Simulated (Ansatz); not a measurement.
Reaction (cleavage of the Si–Al bond): `[OH][AlH][SiH3]` + `BN[SiH2]F` → `BN([SiH3])[SiH2]F` + `[OH][AlH2]`

Computed with Ansatz on PBE0-D4/def2-TZVP structures; ΔE is electronic, products minus reactants. CBS: MP2 limit from def2 TZ/QZ plus the TZ coupled-cluster correction, frozen cores. This one scheme is used for every species. Functionals use def2-TZVPP. B3LYP here is the variant with VWN-RPA as its local correlation; programs differ in this. Each species was taken in one conformer, which may not be the lowest.

CCSD(T)/CBS gives -0.35 eV.

Another level gave -0.34 eV. Which?
A. MP2/def2-TZVPP
B. CCSD(T)/def2-TZVPP
C. B3LYP/def2-TZVPP
D. PBE-D4/def2-TZVPP

B. CCSD(T)/def2-TZVPP -0.34, PBE-D4 -0.12, B3LYP -0.23, MP2/def2-TZVPP -0.45 eV.

Largest T1 diagnostic among the species: 0.014.

The D4 term adds −0.09 eV with B3LYP and −0.05 eV with PBE0; it sums over pairs of atoms, weighted by their polarisabilities, and B3LYP, whose exchange is more repulsive, gets the larger term. From PBE to PBE0 (25 % exact exchange), in def2-TZVPP and without D4, ΔE moves by −0.07 eV.
